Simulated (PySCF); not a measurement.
# Which determinant of BiB lies lowest?

Unrestricted PBE0; basis Bi def2-SVPD with ECP60, B def2-SVPD; scalar-relativistic core potentials; PySCF 2.14. Outer shells of the fragments: Bi 5d10 6s2 6p3; B 2s2 2p1.

Followed along the bond (rough minima from three points):

```
2Ms+1  unpaired  ⟨S²⟩ at the start  R at minimum (Å)  Te (eV)
    3  σ ↑, π ↑               2.01              2.14     0.00
    1  σ ↓, π ↑               1.11              2.15     0.13
    3      π ↑↑               2.01              2.39     0.44
    1      π ↑↓               1.00              2.39     0.72
    1      none               0.00              2.03     0.88
```

Solutions found at the starting distance of 2.275 Å, counted from the lowest of them; the search is not exhaustive and high or unbound solutions are not listed, so other states can lie among these:

```tsv
2Ms+1	unpaired	term	E (eV)	⟨S²⟩	⟨Lz²⟩	μ (D)
3	σ ↑, π ↑	³Π	0.00	2.01	1.01	-1.16
1	σ ↓, π ↑	mixed	0.12	1.11	1.00	-1.13
3	π ↑↑	³Σ⁻	0.37	2.01	0.00	-2.57
1	π ↑↓	mixed	0.65	1.00	2.01	-2.66
1	none	¹Σ⁺	1.18	0.00	0.00	-0.77
5	σ ↑, π ↑↑↑	⁵Π	1.22	6.01	1.00	-1.78
1	none	mixed	1.38	0.00	2.00	-2.86
3	σ ↑, π ↑↑↓	mixed	1.70	3.01	3.01	-1.69
3	σ ↓, π ↑↑↑	mixed	1.90	3.02	1.01	-2.19
1	σ ↑, π ↑↓↓	mixed	2.13	2.02	3.01	-2.19
```

A term symbol is given only where ⟨S²⟩ and ⟨Lz²⟩ are close to those of a pure state; real π, δ and φ orbitals otherwise mix terms. A positive dipole means Bi(−)B(+).

Spin–orbit coupling is left out, which matters for elements this heavy, above all for dissociation energies.
